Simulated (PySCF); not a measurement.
Simulated absorption spectrum

Species: 1,4,4-trimethyl-1,2,3,4-tetrahydrophosphinoline-1-oxide, C12H17OP.
InChI=1S/C12H17OP/c1-12(2)8-9-14(3,13)11-7-5-4-6-10(11)12/h4-7H,8-9H2,1-3H3/t14-/m0/s1

Theory: TDDFT wB97X-D/def2-SVPD, vertical, gas phase, core orbitals frozen in the response in PySCF 2.14.0, density-fitted response routines. Geometry: PBE0-D3(BJ)/def2-SVP, one conformer, isolated molecule.

Computed states:

```
state  E (eV)       f
   S1    5.28  0.0075
   S2    5.84   0.041
   S3    6.15   0.022
   S4    6.34   0.018
   S5    6.53   0.126
   S6    6.78   0.683
   S7    6.86   0.308
   S8    7.06   0.053
   S9    7.42  0.0076
  S10    7.48  0.0008
```

Broadening: Gaussians 0.3 eV wide at half height, area fixed by f = 4.319×10⁻⁹ ∫ε dν̃. The width is an assumption, not a result. The curve ends short of the highest state used, and states not computed would add to its high-energy end.

Task: Give the broadened spectrum and its maxima.

Result: 
```tsv
λ (nm)	ε (L mol⁻¹ cm⁻¹)
180.2	73852
182.8	86737
185.5	62991
188.1	34225
190.7	18247
193.4	10186
196.0	5785
198.6	3718
201.3	2937
203.9	2624
206.5	2760
209.2	3405
211.8	3811
214.4	3355
217.1	2197
219.7	1119
222.3	479
225.0	261
227.6	319
230.3	493
232.9	636
235.5	664
238.2	558
240.8	388
243.4	225
246.1	107
248.7	45
251.3	16
254.0	5
256.6	1
```

Maxima: 235 nm (5.28 eV), ε about 670, made up of S1 (100%); 212 nm (5.85 eV), ε about 3800, made up of S2 (96%); 182 nm (6.80 eV), ε about 87000, made up of S6 (69%) and S7 (29%) (ε in L mol⁻¹ cm⁻¹; maxima over ε = 5, shares over 10%).

Task: Coming from long wavelengths, where does ε first pass 100 L mol⁻¹ cm⁻¹?

Result: At about 246 nm (5.03 eV), 0.25 eV below S1.

Task: On this curve, what absorbance would a 10⁻⁴ mol/L sample give at 193 nm over a 1 cm path?

Result: 193 nm is 6.424 eV, where ε is about 11000 L mol⁻¹ cm⁻¹, so A = ε c l ≈ 1.1 (Beer–Lambert, with the gas-phase spectrum and the assumed width).

Task: What would ε be at 6.80 eV, the highest of these maxima, with half the width (0.15 eV)?

Result: About 153000 L mol⁻¹ cm⁻¹ against 87400, a factor of about 1.8; a lone state at its own centre would give exactly 2.

Time: 5.7 min of wall time; peak memory 2.9 GiB. Hardware: Arm Neoverse V2, one thread, no GPU, shared host.
